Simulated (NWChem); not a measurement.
BeHCl; SMILES [BeH][Cl]

Computed with NWChem. Coordinates come from a PBE-D3(BJ)/def2-SVP optimisation. B3LYP is NWChem's, with the RPA form of VWN correlation. Core excitations by TDA in a window of 1s orbitals, non-relativistic and unshifted: absolute energies depend strongly on the exact-exchange share.

Predict the results for Cl K edge, B3LYP/def2-TZVP. Quantities: first 1s excitation (eV); dipole oscillator strength of the first.

first 1s excitation (eV): 2760.3
dipole oscillator strength of the first: 0.0013
